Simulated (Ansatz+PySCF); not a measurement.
**singlet Cu2: levels of theory in one basis**

```xyz
2

Cu    0.0320   -0.0343   -1.0988
Cu   -0.0172    0.0427    1.1356
```

Basis set: def2-SVP (spherical functions). Left uncorrelated: 10 orbitals. Charge 0, multiplicity 1.

Computed with Ansatz (development build ahead of 0.2.0); each method stands on the lowest determinant of its kind that the runs found. NEVPT2 correlates all electrons. Active spaces start from the frontier orbitals, and the lowest solution found is given.

```
        method  E − E(RHF) (eV)  <S²> of the determinant
           RHF             0.00                     0.00
      RHF-CCSD           -18.58                        –
   RHF-CCSD(T)           -19.51                        –
   CASSCF(2,2)            -0.25                        –
SC-NEVPT2(2,2)           -20.84                        –
```

Question: What does RHF-MP2 give on the same scale?

Answer: -20.67 eV.

Question: Is a single determinant a sound starting point here?

Answer: By this sign, yes. Unrestricted orbitals gain 0.00 eV and <S²> is 0.00 against 0.00 for a pure state. The CASSCF(2,2) natural occupations are 1.93, 0.07.
